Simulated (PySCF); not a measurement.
How the method changes the constants of SiSb

State: ²Π (doublet), unpaired electrons π ↑. Set-up: PySCF, scalar-relativistic core potentials, basis sets Si def2-SVPD, Sb def2-SVPD with ECP28. De refers to Si + Sb in their high-spin ground configurations, without counterpoise correction. The functionals are run spin-unrestricted. A positive dipole means Si(−)Sb(+). Levels whose curve was spin-contaminated or gave no clean fit are not listed.

| Level | Re (Å) | ωe (cm⁻¹) | De (eV) | μ (D) | CPU s a point (SCF and correlation, without the integrals) |
| --- | --- | --- | --- | --- | --- |
| UHF-CCSD | 2.408 | 415 | 1.99 | n/a | n/a |
| PBE | 2.417 | 403 | 3.11 | 0.21 | 0.82 |
| BLYP | 2.436 | 388 | 3.10 | 0.08 | 0.53 |
| r²SCAN | 2.396 | 418 | 2.79 | 0.20 | 0.96 |
| PBE0 | 2.384 | 430 | 2.77 | 0.11 | 1.5 |

**Question.** What does the step from GGA to meta-GGA do here, going from PBE to r²SCAN?

**Answer.** r²SCAN less PBE: -2.1 pm in Re, +3.7 % in ωe, -0.32 eV in De. 

Correlated steps freeze 9 core orbitals. Correlated levels converge slowly with the basis: in double zeta they bind strong bonds too weakly, by up to about 1 eV, and carry superposition errors of some tenths. These are scalar-relativistic numbers at best; spin–orbit coupling would shift them, the dissociation energy most. The state is the lowest determinant that a PBE0 search found; another state may lie lower at other levels.

The whole job (state search and all levels along the bond) took about 3.5 min on 1 thread of Oxide Virtual Turin-like (shared host), peak memory 0.72 GiB.
